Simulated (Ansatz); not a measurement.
This geometry of BH$_{4}$N$_{2}$O (8 atoms, charge -1, multiplicity 1) is a first-order saddle point.

Method: RKS PBE0-D4/6-31G* (Ansatz 0.2.0).

```xyz
8
Properties=species:S:1:pos:R:3
N -0.903 1.051 -0.728
B -0.165 0.056 -0.142
N 1.006 0.344 0.755
O -0.377 -1.405 -0.248
H -1.671 0.603 -1.241
H 1.353 1.279 0.561
H 1.763 -0.315 0.592
H -1.006 -1.612 0.452
```

(1) Which two structures does it join? (They come from a converged band through this point; their orientation in space is the band's.)

(2) How far does it lie above each of them?

Answers

(1) No bond is made or broken. The dihedral N3–B2–O4–H8 goes from -179 to 18°.

Initial state:

```xyz
8
Properties=species:S:1:pos:R:3
N -1.034 0.965 -0.404
B -0.139 0.027 0.061
N 1.219 0.400 0.573
O -0.306 -1.415 0.152
H -1.936 0.523 -0.624
H 1.454 1.316 0.204
H 1.928 -0.256 0.254
H -1.185 -1.561 -0.216
```

Final state:

```xyz
8
Properties=species:S:1:pos:R:3
N -0.929 1.089 -0.766
B -0.301 0.057 -0.122
N 1.031 0.240 0.589
O -0.764 -1.313 0.024
H -1.857 0.765 -1.059
H 1.334 1.190 0.387
H 1.738 -0.371 0.180
H -0.252 -1.658 0.766
```

(2) 0.242 eV above the first and 0.178 eV above the second. This is the barrier of this one path; another mechanism may lie lower. Limits of this set-up: an anion without diffuse functions, the dipole of an ion depends on the origin.

Run time: 66 s on 1 CPU thread of a shared host.
